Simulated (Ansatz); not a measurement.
The first iterations of a band of C$_{2}$H$_{7}$Sb (10 atoms, charge 0, multiplicity 1).

Computed with RKS LDA/def2-SVP (Ansatz).

- movable images: 3
- climbing image: no
- spring: 5.0 eV/Å²
- optimiser: quadratic models (default)
- start path: IDPP
- force threshold: 0.05 eV/Å
- iteration limit: 60
- end points: relaxed

First end point:

```xyz
10
Properties=species:S:1:pos:R:3
C -0.835 0.418 -0.573
C -0.065 -0.820 -0.191
Sb 1.620 -0.478 1.150
H -1.682 0.182 -1.257
H -0.188 1.161 -1.089
H -1.261 0.927 0.319
H 0.364 -1.336 -1.078
H -0.705 -1.569 0.326
H 0.684 0.571 2.160
H 2.151 0.893 0.235
```

Last end point:

```xyz
10
Properties=species:S:1:pos:R:3
C -0.530 0.388 -1.140
C -0.204 -0.577 -0.027
Sb 1.619 0.007 1.024
H -1.435 0.074 -1.708
H 0.300 0.475 -1.877
H -0.729 1.413 -0.754
H -0.019 -1.604 -0.412
H -1.020 -0.646 0.722
H 1.260 -0.951 2.419
H 0.841 1.370 1.757
```

| iteration | highest image above the first end (eV) | largest band force component (eV/Å) |
| --- | --- | --- |
| 1 | 0.143 | 0.708 |
| 2 | 0.190 | 0.761 |

Task: Does the band converge within its limit, and where does its top end?

Result: The run converged. It ended after 5 iterations with the highest image 0.066 eV above the first end. No image climbed, so the highest image needn't sit at the top of the path. So few images can step over the top or miss a turn of the path.

Run time: 28 s on 1 thread of Arm Neoverse V2, with other jobs on the host, peak memory 0.12 GiB.
